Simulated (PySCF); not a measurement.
## Relaxation of singlet NiCl₄

Level of theory: PBE0/[Ni def2-SVP, Cl def2-SVP], no relativity, density fitting, PySCF. A (50,194) grid was used.

A start displaced from a saddle point along its imaginary mode, of Cs symmetry, held to at least that symmetry:

Coordinates in bohr (charge 0 multiplicity 1):
```
Ni    0.0707    0.3337    0.0000
Cl    3.9812   -0.5246    0.0000
Cl    0.0349    4.4765    0.0000
Cl   -3.8501   -0.7423    0.0000
Cl   -0.2830   -3.7625    0.0000
```

Optimiser trace:
```json
{"step": "0", "E − E(last) (kJ/mol)": "11.91", "largest gradient (Eh/bohr)": "0.03752"}
{"step": "1", "E − E(last) (kJ/mol)": "3.88", "largest gradient (Eh/bohr)": "0.01664"}
{"step": "2", "E − E(last) (kJ/mol)": "1.38", "largest gradient (Eh/bohr)": "0.00651"}
{"step": "3", "E − E(last) (kJ/mol)": "1.02", "largest gradient (Eh/bohr)": "0.00259"}
{"step": "4", "E − E(last) (kJ/mol)": "0.55", "largest gradient (Eh/bohr)": "0.00133"}
{"step": "5", "E − E(last) (kJ/mol)": "0.38", "largest gradient (Eh/bohr)": "0.00152"}
{"step": "6", "E − E(last) (kJ/mol)": "0.24", "largest gradient (Eh/bohr)": "0.00120"}
{"step": "7", "E − E(last) (kJ/mol)": "0.12", "largest gradient (Eh/bohr)": "0.00134"}
{"step": "8", "E − E(last) (kJ/mol)": "0.05", "largest gradient (Eh/bohr)": "0.00093"}
{"step": "9", "E − E(last) (kJ/mol)": "0.02", "largest gradient (Eh/bohr)": "0.00048"}
{"step": "10", "E − E(last) (kJ/mol)": "0.00", "largest gradient (Eh/bohr)": "0.00026"}
{"step": "11", "E − E(last) (kJ/mol)": "0.00", "largest gradient (Eh/bohr)": "0.00012"}
```

It ends at C2v with Ni–Cl 2.095 Å, Ni–Cl 2.147 Å (×2), Ni–Cl 2.194 Å; Cl–Ni–Cl 73.2° (×2), Cl–Ni–Cl 106.8° (×2), Cl–Ni–Cl 146.4°, Cl–Ni–Cl 180.0° (after a last refinement on a finer grid). A frequency run shows 1 imaginary mode, down to 19i cm⁻¹, so it is at most a very flat saddle point.

Stability towards spin polarisation was not tested.

The relaxation took about 3 core-minutes on a shared host.
